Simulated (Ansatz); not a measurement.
Input file for C₃H₅FOSi (`FC1=CO[SiH2]C1`):

```yaml
crystal:
  periodic: [false, false, false]
  atoms:
    - {symbol: F, position_ang: [1.480777, -0.028755, -2.013542]}
    - {symbol: C, position_ang: [0.791626, -0.127569, -0.867630]}
    - {symbol: C, position_ang: [1.159421, -0.941551, 0.117496]}
    - {symbol: O, position_ang: [0.382778, -0.965587, 1.249187]}
    - {symbol: Si, position_ang: [-0.896027, 0.106482, 1.049587]}
    - {symbol: C, position_ang: [-0.431973, 0.702233, -0.683213]}
    - {symbol: H, position_ang: [2.020908, -1.595371, 0.117451]}
    - {symbol: H, position_ang: [-2.187782, -0.617830, 1.127671]}
    - {symbol: H, position_ang: [-0.852313, 1.155459, 2.096883]}
    - {symbol: H, position_ang: [-0.210357, 1.772613, -0.733776]}
    - {symbol: H, position_ang: [-1.191557, 0.482777, -1.439615]}
basis:
  gaussian: {orbitals: def2-TZVPP}
correlation: {method: ccsd_t}
```

```sh
$ ansatz run in.yaml --threads 4 --pin off --events-out ev --progress --plain --max-ram 10444MiB
```

Log, shortened:

```
Functional definition: HF
1622 factors; integrals over basis functions are off by at most 1.1e-3 eV
mean field evaluation 1: about -15775.4987 eV, gradient 3.9e1 eV
mean field evaluation 2: about -15775.8771 eV, gradient 3.9e1 eV
mean field evaluation 4: about -15779.4660 eV, gradient 5.3e0 eV
mean field evaluation 8: about -15779.5457 eV, gradient 3.1e-1 eV
mean field evaluation 16: about -15779.5462 eV, gradient 1.9e-6 eV
mean field -15779.54619551 eV, -579.8876269243 hartree, gradient 1.9e-6 eV, S^2 0.000000; 0 other end points of the search recorded, 0 dependent functions left out
10 core orbitals not correlated: weight in the atoms' cores, before any rotation towards them, 1.000 or more for the frozen orbitals, at most 0.000 for the correlated occupied ones
reference -15779.54619551 eV, -579.8876269243 hartree; 17, 17 occupied and 240, 240 virtual orbitals, 1622 factors
second order -29.24031127 eV of doubles, -0.00000000 eV of singles
cycle   1  -29.28221686 eV  change   -4.2e-2 eV  update   1.2e-1
cycle   2  -29.98625211 eV  change   -7.0e-1 eV  update   3.7e-2
cycle   3  -30.16237200 eV  change   -1.8e-1 eV  update   1.9e-2
cycle   4  -30.14669119 eV  change    1.6e-2 eV  update   4.6e-3
cycle   5  -30.14438413 eV  change    2.3e-3 eV  update   2.0e-3
cycle   6  -30.14588991 eV  change   -1.5e-3 eV  update   5.4e-4
cycle   7  -30.14557216 eV  change    3.2e-4 eV  update   2.0e-4
cycle   8  -30.14545603 eV  change    1.2e-4 eV  update   6.6e-5
cycle   9  -30.14547503 eV  change   -1.9e-5 eV  update   2.8e-5
perturbative correction -1.23599880 eV, -0.0454221181 hartree
Total energy: -15810.92766934 eV, -581.0408748166 hartree
```

Hardware: 4 threads of an Arm Neoverse V2 on a shared host. Wall time 3.4 min, peak host memory 7.1 GiB.

Correlation energy per correlated electron: -0.923 eV. T1 diagnostic: 0.0128.
